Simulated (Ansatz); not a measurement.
Ansatz results at the PBE0-D4/def2-TZVP geometry: zero-point energy (PBE0-D4/def2-TZVP) 167.1 kJ/mol; LUMO energy (PBE0/def2-TZVPP) -1.54 eV; HOMO–LUMO gap (PBE/def2-TZVPP) 3.08 eV.

Each molecule was computed in one conformer, which needn't be the lowest.

Problem. Which molecule gave them?
A. `F[Si@H]1O[C@@H]1Cl`
B. `OC#C[CH2][GaH2]`
C. `B[SiH]([SiH3])[SiH3]`
D. `CB[SiH2][AlH2]`

Solution. B. The others give `B[SiH]([SiH3])[SiH3]`: 206.3, -2.53, 3.44; `F[Si@H]1O[C@@H]1Cl`: 87.4, -0.45, 5.17; `CB[SiH2][AlH2]`: 205.4, -2.42, 2.91.
